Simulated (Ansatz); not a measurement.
Program: Ansatz. Geometries: PBE0-D4/def2-TZVP. ΔE: electronic, gas phase. CCSD(T)/CBS adds triple-zeta CCSD(T) − MP2 to the extrapolated MP2 energy (def2 sets, frozen cores). This one scheme is used for every species. DFT in def2-TZVPP. Each species was taken in one conformer, which may not be the lowest.

Consider the formal hydrolysis of the Si–B bond: `FB[SiH2]S` + H₂O → `O[SiH2]S` + `BF`.

`FB[SiH2]S`:

Z-matrix (Å, degrees):
```
Si
B 1 2.029
S 1 2.154 2 104.1
H 1 1.485 2 112.4 3 -111.9
H 1 1.488 2 114.9 3 122.0
F 2 1.323 1 119.8 3 -90.5
H 2 1.202 1 123.4 3 84.1
H 3 1.344 1 94.7 2 61.0
```

H₂O:

Z-matrix (Å, degrees):
```
O
H 1 0.960
H 1 0.960 2 105.1
```

`O[SiH2]S`:

Z-matrix (Å, degrees):
```
Si
S 1 2.133
O 1 1.642 2 113.5
H 1 1.478 2 111.7 3 117.8
H 1 1.484 2 102.9 3 -122.0
H 2 1.344 1 94.6 3 -65.2
H 3 0.959 1 117.2 2 -51.2
```

`BF`:

```xyz
4

B     0.001    0.039    0.031
F    -0.023   -0.992   -0.788
H     0.392   -0.144    1.148
H    -0.369    1.097   -0.391
```

CCSD(T)/CBS gives -125.5 kJ/mol.

Question: Another level gave -149.0 kJ/mol. Which?
A. r2SCANh/def2-TZVPP
B. B2PLYP/def2-TZVPP
C. PBE0/def2-TZVPP
D. HF/def2-TZVPP

Answer: D. HF/def2-TZVPP -149.0, B2PLYP -133.7, r2SCANh -126.4, PBE0 -115.8 kJ/mol.

Largest T1 diagnostic among the species: 0.014.

Leaving LDA and LC-ωPBE aside and taking each functional with its dispersion term where it has one, the values, not all of them listed here, spread over 29.4 kJ/mol, from BHLYP-D4 to revPBE-D4. At CCSD(T), def2-SVP lies +3.8 kJ/mol from the extrapolated value and def2-TZVPP −2.0 kJ/mol. From BLYP to BHLYP (50 % exact exchange), in def2-TZVPP and without D4, ΔE moves by −14.3 kJ/mol.
